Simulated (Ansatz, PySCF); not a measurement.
Stretching the C2–B1 bond in CH5B (SMILES BC) (multiplicity 1 held, fragments rigid). Energies count from the point at 1.551 Å.
Geometry at that point (charge 0, multiplicity 1):
| atom | x (Å) | y (Å) | z (Å) |
|---|---|---|---|
| B | 0.8668 | 0.0793 | 0.0114 |
| C | -0.6766 | -0.0672 | -0.0412 |
| H | 1.5656 | -0.8646 | 0.2285 |
| H | 1.3857 | 1.1491 | -0.1020 |
| H | -0.9945 | 0.0764 | 1.0066 |
| H | -1.0372 | -1.0565 | -0.3271 |
| H | -1.1944 | 0.7024 | -0.6158 |

Unrestricted levels (U-) break spin symmetry where that is lower. Active spaces are followed from a long bond inwards. Curves can end on different states.

Cores are frozen in the correlated methods. Rows in 3-21G, 6-31G* carry no dispersion term and start afresh at each structure (6-31G* with six Cartesian d functions). MP2/6-31G* freezes PySCF's default core.

Codes used: Ansatz (Gaussian orbitals); PySCF for 3-21G rows, 6-31G* rows. Each number belongs to the level named beside it.

Other levels give for the energy at R = 4.964 Å: U-PBE/cc-pVTZ 120.41; U-B3LYP/cc-pVTZ 117.39; U-wB97X-V/cc-pVTZ 123.18; FIC-MRCISD+Q on CASSCF(2,2)/cc-pVTZ 117.70 kcal/mol.

Common cheap choices:

```json
[
 {"level": "R-HF/3-21G", "energy at R = 4.964 Å (kcal/mol)": "212.80"},
 {"level": "R-HF/6-31G*", "energy at R = 4.964 Å (kcal/mol)": "212.08"},
 {"level": "U-HF/6-31G*", "energy at R = 4.964 Å (kcal/mol)": "93.16"},
 {"level": "R-B3LYP/6-31G*", "energy at R = 4.964 Å (kcal/mol)": "161.02"},
 {"level": "R-MP2/6-31G*", "energy at R = 4.964 Å (kcal/mol)": "132.59"}
]
```

Doubts at one or more of the structures used: a restricted determinant that unrestricted orbitals would lower (R-HF/3-21G, R-HF/6-31G*, R-B3LYP/6-31G*, R-MP2/6-31G*); a spin-contaminated determinant (U-HF/6-31G*, U-PBE/cc-pVTZ, U-B3LYP/cc-pVTZ, U-wB97X-V/cc-pVTZ).

Ansatz is an electronic-structure program.
